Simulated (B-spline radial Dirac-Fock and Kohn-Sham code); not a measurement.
## Cu⁴⁺: non-radiative channels of the M1 vacancy

System: the Cu⁴⁺ ion, [Ar] 3d7, inside a Watson sphere of charge -4 and radius 2.4 Å (a model of the Madelung potential; inside it an electron's potential energy is raised by 24.0 eV).

Input file task.json (cfg lists n, l and occupation; rrms is the nuclear radius in fm):

```json
{"items": [{
  "Z": 29,
  "q": 4,
  "cfg": [[1, 0, 2], [2, 0, 2], [2, 1, 6], [3, 0, 2], [3, 1, 6], [3, 2, 7]],
  "A": 63,
  "rrms": 3.8823,
  "watson": [-4, 2.4],
  "do": ["binding", "quiet", "decay"],
  "holes": ["K", "L1", "L2", "L3", "M1", "M2", "M3"]
}]}
```

Run with: `python xray_run.py task.json out`

These are calculated numbers from a radial finite-basis atomic code; the model is independent-particle rates on relativistic LDA orbitals of the hole state (multipoles up to L = 3, Coulomb Auger matrix elements, transition energies from Dirac-Fock). Kinetic energies are configuration averages from the vacuum level; the two-hole energies are estimated from single-hole states.

```
transition  kinetic energy (eV)  width (meV)  share (%)
   M1-M4M4                43.72         17.5       13.2
   M1-M4M5                44.10         72.5       54.4
   M1-M5M5                44.48         43.2       32.4
```

Coster-Kronig rates are the weakest part of this model and often come out 1.5 to 2.5 times too large. The listed channels hold 100 % of the non-radiative rate. Summed by principal shells, of 0.133 eV in all: MMM 100.0 %.
